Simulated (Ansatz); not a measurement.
Ideal-gas functions of H₄Se₄Ti, SMILES `[SeH][Ti]([SeH])([SeH])[SeH]` at 600 K and 1 bar, from an Ansatz frequency run at PBE0-D4/def2-TZVP.

Molar mass 367.74 g/mol, point group C2 (symmetry number 2), electronic degeneracy 1, moments of inertia 1197.215, 1213.062, 1295.499 u Å². Harmonic wavenumbers (cm⁻¹, unscaled): 42, 49, 62, 69, 75, 90, 195, 211, 234, 266, 305, 324, 350, 397, 405, 433, 446, 2404, 2405, 2423, 2423.

Use S(trans) = R[1.5 ln M + 2.5 ln T − 1.1517]; rotational temperatures θ = 24.2544 K / I; S(rot) = R[ln(√π/σ · √(T³/θAθBθC)) + 1.5]; for each mode x = 1.438777 ν̃/T, S = R[x/(eˣ − 1) − ln(1 − e⁻ˣ)] and H = RT x/(eˣ − 1); 1 cm⁻¹ = 0.0119627 kJ/mol; R = 8.31446 J/(mol·K).

Problem. By hand: the entropy, in J/(mol·K).

Solution. Translation 197.1. Rotation: θ = 0.0203, 0.02, 0.0187 K, giving 140.3. Vibration, mode by mode: 27.40, 26.12, 24.17, 23.28, 22.59, 21.08, 14.71, 14.07, 13.23, 12.19, 11.10, 10.62, 10.01, 9.03, 8.88, 8.37, 8.14, 0.18, 0.18, 0.17, 0.17, in all 265.7. Electronic 0.0. Sum 603.1 J/(mol·K).

Problem. By hand: H − E and G − E in kJ/mol, counted from the electronic energy.

Solution. Zero-point energy ½ × 13608 × 0.0119627 = 81.4; thermal vibration 64.5; translation, rotation and pV give 4 RT = 20.0. H − E = 165.9 kJ/mol, and G − E = 165.9 − 600 × 603.1/1000 = -196.0 kJ/mol.

Vibration gives 44 % of the entropy, 144.6 J/(mol·K) of it from the modes under 150 cm⁻¹: soft modes count most, and the harmonic formula is weakest for them. The sum counts one conformer and one mirror image; others add a mixing term.
